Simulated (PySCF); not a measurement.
**How methods differ on the ionisation energy of V**

V [Ar] 3d3 4s2 (4F) → V⁺ [Ar] 3d4 (5D), as a difference of total energies. Computed with PySCF 2.14 in aug-cc-pwCVQZ, with the non-relativistic Hamiltonian (point nucleus). Correlated levels: valence: [Ar] frozen; valence and next inner shell: [Ne] frozen; nothing frozen. The calculations carry no spin-orbit coupling.

| method | ionisation energy (eV) |
| --- | --- |
| UHF | 5.920 |
| LDA | 6.181 |
| PBE | 6.109 |
| PBE0 | 6.070 |
| MP2 (valence) | 6.326 |
| SCS-MP2 (valence) | 6.873 |
| MP2 (valence and next inner shell) | 6.032 |
| SCS-MP2 (valence and next inner shell) | 6.512 |
| MP2 (all electrons) | 6.013 |
| SCS-MP2 (all electrons) | 6.499 |

Question: How much does correlation contribute at MP2 (all electrons)?

Answer: 6.013 − (5.920) = 0.093 eV, measured against UHF.

A first-order spin-orbit estimate (lowest level to lowest level, LS coupling) adds 0.017 eV.

These non-relativistic numbers lack the scalar-relativistic shift.

For comparison: 6.746 eV (measured; NIST Atomic Spectra Database, ionization energies).
